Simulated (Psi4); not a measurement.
Method: SAPT0/jun-cc-pVDZ, frozen core (Psi4).

Psi4 input:

```
molecule {
0 1
F 1.18733970 -0.55385268 0.11826316
B 0.00002927 -0.00006929 -0.00027400
F -1.07700895 -0.75437669 -0.03639681
F -0.11036002 1.30829866 -0.08159235
--
0 1
C 1.57801880 1.39879909 2.72188972
Br -0.02846177 0.29587793 2.90706049
H 1.32168716 2.25164514 2.10342988
H 2.34273758 0.78959124 2.25325485
H 1.87881117 1.71070324 3.71575959
units angstrom
symmetry c1
no_reorient
no_com
}
set basis jun-cc-pvdz
set scf_type df
set freeze_core true
energy('sapt0')
```

Part of the output:

```
    SAPT Results
  --------------------------------------------------------------------------------------------------------
    Electrostatics                -13.43550544 [mEh]      -8.43090695 [kcal/mol]     -35.27491468 [kJ/mol]
      Elst10,r                    -13.43550544 [mEh]      -8.43090695 [kcal/mol]     -35.27491468 [kJ/mol]

    Exchange                       20.78071270 [mEh]      13.04009409 [kcal/mol]      54.55975367 [kJ/mol]
      Exch10                       20.78071270 [mEh]      13.04009409 [kcal/mol]      54.55975367 [kJ/mol]
      Exch10(S^2)                  20.56898363 [mEh]      12.90723209 [kcal/mol]      54.00385908 [kJ/mol]

    Induction                      -4.18439840 [mEh]      -2.62574964 [kcal/mol]     -10.98613648 [kJ/mol]
      Ind20,r                     -18.80144829 [mEh]     -11.79808692 [kcal/mol]     -49.36319569 [kJ/mol]
      Exch-Ind20,r                 15.74496433 [mEh]       9.88011428 [kcal/mol]      41.33839816 [kJ/mol]
      delta HF,r (2)               -1.12791444 [mEh]      -0.70777700 [kcal/mol]      -2.96133896 [kJ/mol]

    Dispersion                     -5.21832120 [mEh]      -3.27454599 [kcal/mol]     -13.70070041 [kJ/mol]
      Disp20                       -6.46966800 [mEh]      -4.05977796 [kcal/mol]     -16.98611099 [kJ/mol]
      Exch-Disp20                   1.25134680 [mEh]       0.78523197 [kcal/mol]       3.28541058 [kJ/mol]
      Disp20 (SS)                  -3.23483400 [mEh]      -2.02988898 [kcal/mol]      -8.49305550 [kJ/mol]
      Disp20 (OS)                  -3.23483400 [mEh]      -2.02988898 [kcal/mol]      -8.49305550 [kJ/mol]
      Exch-Disp20 (SS)              0.72210811 [mEh]       0.45312968 [kcal/mol]       1.89589458 [kJ/mol]
      Exch-Disp20 (OS)              0.52923869 [mEh]       0.33210229 [kcal/mol]       1.38951600 [kJ/mol]

  Total HF                          3.16080886 [mEh]       1.98343750 [kcal/mol]       8.29870251 [kJ/mol]
  Total SAPT0                      -2.05751234 [mEh]      -1.29110849 [kcal/mol]      -5.40199791 [kJ/mol]
```
